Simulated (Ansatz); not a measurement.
Energy needed to pull apart CH$_{2}$FNSi, closed shell, into free ground-state atoms, from the structure below (displaced at random from a GFN2-xTB minimum); no zero-point or spin–orbit terms; open-shell atoms are treated unrestricted, in their ground-state multiplicity.

```xyz
6
angstrom
N 0.1270 0.9865 0.2845
C -0.3580 -0.0414 -0.1289
Si 0.2860 -1.8864 -0.2788
F -0.8470 -2.9666 -0.7365
H 0.3199 1.6741 -0.6520
H 0.0921 1.6037 1.1464
```

Program: Ansatz 0.2.0. Basis: def2-TZVPP. Cores are frozen in the correlated methods.

| method | atomization energy (kJ/mol) |
| --- | --- |
| SPW92 | ? |
| PBE-D4 | 2183 |
| revPBE-D4 | ? |
| r2SCAN-D4 | 2071 |
| PBE0-D4 | 2065 |
| wB97M-V | 2074 |
| HF | 1236 |
| MP2 | 2027 |
| CCSD | 1908 |
| CCSD(T) | 1971 |

**Question.** What does SPW92 give? (To be estimated.)

**Answer.** By the calculation: 2499 kJ/mol, which is about 527 kJ/mol more than CCSD(T)/def2-TZVPP.

**Question.** What does revPBE-D4 give? (Judge from chemistry; the value comes from the calculation.)

**Answer.** The calculation gives: 2105 kJ/mol, which is about 134 kJ/mol more than CCSD(T)/def2-TZVPP.

In triple zeta the MP2 and coupled-cluster atomization energies are still short of their basis limit by a few kcal/mol a bond, whereas those of the functionals are nearly converged, so these differences are not deviations from converged CCSD(T).

The T1 diagnostic stays at or below 0.023. The restricted Hartree–Fock reference is unstable towards an unrestricted one here.

For scale, one of the runs: CCSD(T)/def2-TZVPP forces, 163 basis functions (an equivalent command: `ansatz run in.yaml --threads 4`). Hardware: 4 CPU threads, shared host. Wall time 110 s; peak host memory 2.4 GiB.
